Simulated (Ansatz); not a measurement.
`CC(C)OB(S)Cl`, charge 0, multiplicity 1.

Task: Give a relaxed structure at PBE0-D4/def2-TZVP (the Gaussian-basis code of Ansatz). (Estimate.)

Result: The calculation gave: 
```xyz
15

C     0.454   -0.401    1.522
C     0.566   -0.157    0.033
C     1.512    0.968   -0.314
O    -0.726    0.204   -0.478
B    -1.639   -0.654   -0.947
S    -3.247   -0.072   -1.530
Cl   -1.356   -2.403   -1.042
H    -0.236   -1.220    1.730
H     0.095    0.498    2.028
H     1.431   -0.664    1.935
H     0.886   -1.077   -0.465
H     1.192    1.897    0.163
H     1.547    1.126   -1.393
H     2.520    0.731    0.033
H    -3.000    1.224   -1.275
```
This is one stationary point; other conformers may exist.
